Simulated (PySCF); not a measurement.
Compound: C7H15N.
Structure used (GFN2-xTB), in Å, numbered top down from 1:
```
atom  x, y, z in Å
C1     3.2307    1.2038   -0.6689
N2     2.1209    1.1495   -0.0977
C3     1.7746    0.0222    0.7120
C4     0.4906   -0.6382    0.1809
C5     0.1989   -1.9049    0.9800
C6    -0.6639    0.3656    0.2368
C7    -1.9258   -0.1038   -0.4835
C8    -2.9728    1.0025   -0.5353
H9     4.0082    0.4328   -0.5895
H10    3.4567    2.0651   -1.2807
H11    2.5875   -0.7227    0.7610
H12    1.5817    0.3988    1.7218
H13    0.6651   -0.9124   -0.8662
H14    1.0523   -2.5795    0.9530
H15   -0.0114   -1.6590    2.0188
H16   -0.6581   -2.4296    0.5674
H17   -0.3185    1.2936   -0.2219
H18   -0.9020    0.5797    1.2814
H19   -1.6699   -0.4090   -1.5009
H20   -2.3486   -0.9704    0.0283
H21   -2.5854    1.8678   -1.0685
H22   -3.8715    0.6593   -1.0427
H23   -3.2442    1.3161    0.4705
```

Computed at PBE0/pcSseg-1 (PySCF, non-relativistic), with Q(14N) = 0.02044 b: N2, 14N (I = 1): χzz = -5.586 MHz, η = 0.488.

Q: Find the zero-field quadrupole resonance frequencies of 14N at N2.

A: From ν± = (3/4)|χ|(1 ± η/3) and ν0 = |χ|η/2: ν+ 4.871 MHz, ν− 3.508 MHz, ν0 1.363 MHz (imine nitrogen).

In a crystal, neighbours and librations shift these lines. Isolated species at its GFN2-xTB geometry (one conformer only). GFN2-xTB bond lengths can be off by several hundredths of an ångström, more for odd bonds, and the gradients follow them. The small basis limits the accuracy of the gradients.
